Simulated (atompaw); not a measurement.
**Logarithmic derivatives: hydrogen, PAW (atompaw)**

* Element: H (Z = 1)
* Generator: atompaw 4.2.0.5
* Type: PAW
* Functional: PBE
* Relativity: scalar-relativistic
* Frozen core: none
* Valence charge: 1
* Reference configuration: 1s1
* Partial waves: 1s (bound): rc 1.15 bohr; 1s channel at 1.95 Ry: rc 1.15 bohr
* Local potential: ultrasoft scheme with l = 1 at 0 Ry, radius 1.10 bohr
* Core correction: none
* Augmentation charge: besselshape compensation charge, radius 0.90 bohr; PAW radius 1.15 bohr; waves and projectors: modrrkj vanderbiltortho

The phase is arctan(r·u′/u) with u = r·R(r), unwrapped; energies in Ry, scanned from -2 to 5 Ry. A pole is an energy at which the radial function vanishes at the test radius. The pseudo phase is shifted by a multiple of π to meet the all-electron one at the reference energy, and phase errors are pseudo minus all-electron; the curves can meet again beyond the range given. Levels narrower than the energy grid can be missing from the lists of poles.

| channel | radius (bohr) | reference energy (Ry) | poles, all-electron | poles, pseudo | unbroken range about the reference energy with phases within 0.05 rad | phase error 1 Ry above the reference energy (rad) |
| --- | --- | --- | --- | --- | --- | --- |
| s | 1.14 | -0.48 | 3.56 | 3.56 | the whole range | -0.000 |

Phases in the s channel:

| E (Ry) | all-electron | pseudo |
| --- | --- | --- |
| -2.00 | 0.738 | 0.737 |
| -1.52 | 0.568 | 0.568 |
| -1.04 | 0.317 | 0.316 |
| -0.56 | -0.036 | -0.036 |
| -0.08 | -0.442 | -0.442 |
| 0.40 | -0.794 | -0.794 |
| 0.88 | -1.045 | -1.045 |
| 1.36 | -1.215 | -1.215 |
| 1.84 | -1.335 | -1.335 |
| 2.32 | -1.422 | -1.422 |
| 2.80 | -1.489 | -1.489 |
| 3.28 | -1.543 | -1.543 |
| 3.76 | -1.588 | -1.589 |
| 4.24 | -1.628 | -1.630 |
| 4.72 | -1.664 | -1.667 |
